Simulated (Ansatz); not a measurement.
`N=C(F)[SiH](F)[SiH3]`. Total charge 0; spin multiplicity 1. Geometry: relaxed with PBE0-D4/def2-TZVP. It is one conformer, not always the lowest.

```xyz
11

N    -1.595    1.166    0.238
C    -0.497    1.253    0.826
F    -0.284    2.124    1.840
Si    0.977    0.191    0.285
F     1.703   -0.355    1.604
Si    0.139   -1.550   -1.032
H    -2.293    1.824    0.588
H     1.935    1.085   -0.414
H    -0.924   -2.271   -0.288
H     1.243   -2.491   -1.359
H    -0.404   -0.976   -2.288
```

Question: What is the dipole moment at ωB97M-V/def2-TZVPP? (An estimate is asked.)

Answer: Ansatz gave: 1.06 D, with components (-0.40, 0.20, -0.96) D in this frame, pointing from negative to positive charge.

Question: And with PBE, r2SCAN, B3LYP? (Estimate.)

Answer: The calculation gave: PBE 0.99 D, r2SCAN 1.02 D, B3LYP 1.09 D.

Question: Give the Mulliken charges with ωB97M-V, PBE, B3LYP in def2-TZVPP. (An estimate is asked.)

Answer: The calculation gave: 
```csv
atom,ωB97M-V,PBE,B3LYP
N1,-0.23,-0.21,-0.24
C2,0.12,0.07,0.11
F3,-0.19,-0.15,-0.19
Si4,0.50,0.49,0.57
F5,-0.31,-0.27,-0.32
Si6,0.03,0.08,0.14
H7,0.13,0.16,0.15
H8,-0.04,-0.08,-0.08
H9,0.00,-0.03,-0.04
H10,-0.01,-0.04,-0.05
H11,0.00,-0.03,-0.04
```

B3LYP here is the variant with VWN-RPA as its local correlation; programs differ in this.
